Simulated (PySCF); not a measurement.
Li₂ (SMILES [Li][Li]), singlet, geometry from GFN2-xTB (such geometries of metal compounds can be far from the true shape), with bond 1-2 at 1.3 times its length. Base run: SVWN5/def2-SVP (PySCF).

Geometry (Å):
```xyz
2

Li     0.0000     0.0000    -1.8393
Li     0.0000     0.0000     1.1496
```
Charge 0, spin multiplicity 1.
All else is at PySCF's defaults.
Base energy -14.70769 Eh.

Variants of this job, named by their change:

```csv
change,ΔE vs base (mEh),SCF cycles
base,0.000,6
diis_space = 20,0.000,6
level_shift = 0.1 (with mf.max_cycle = 100),0.000,9
diis = off; damp = 0.6 (with mf.diis_start_cycle = 200; with mf.max_cycle = 150),0.000,12
conv_tol = 1e-7,0.000,5
diis_space = 12,0.000,6
conv_tol_grad = 1e-7,0.000,7
diis = off; damp = 0.3 (with mf.diis_start_cycle = 200; with mf.max_cycle = 150),0.000,9
level_shift = 0.5 (with mf.max_cycle = 100),0.000,42
solver = newton,0.000,-
init_guess = sap,0.000,6
init_guess = huckel,0.000,6
DIIS = ADIIS,0.000,10
```
